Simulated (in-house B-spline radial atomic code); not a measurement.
C+ is squeezed into an impenetrable sphere of radius R (the orbitals vanish at R). Level of theory: Dirac-Hartree-Fock, average of configuration, Fermi nucleus of rms radius 2.4702 fm; calculated with a radial B-spline atomic code at the basis-set limit.

Energies in eV above the free ion in [He] 2s2 2p1:

```
R (bohr)  highest level (eV)  [He] 2s2 2p1  [He] 2s1 2p2
    8.69               -24.6     1.263e-05         8.039
    6.14               -24.6      0.005338         8.049
    5.07               -24.5       0.06162         8.131
    4.36               -24.3        0.2974         8.433
    3.73               -23.7         1.157         9.426
    2.87               -20.3         7.033         15.56
    2.54               -17.1         13.99         22.44
     2.1               -8.49         35.56         42.91
     1.9               -1.54         55.12         60.91
    1.25                84.8         265.7         243.9
```

(1) Does [He] 2s1 2p2 fall below [He] 2s2 2p1 under compression?

The highest level is first positive in the row R = 1.25 bohr, pushed up by confinement above the zero of the free ion's potential. Each configuration is held fixed and needn't be the lowest in the sphere.

## Answers

(1) Yes, between R = 1.9 and 1.25 bohr the order changes (near 1.76 bohr by linear interpolation).
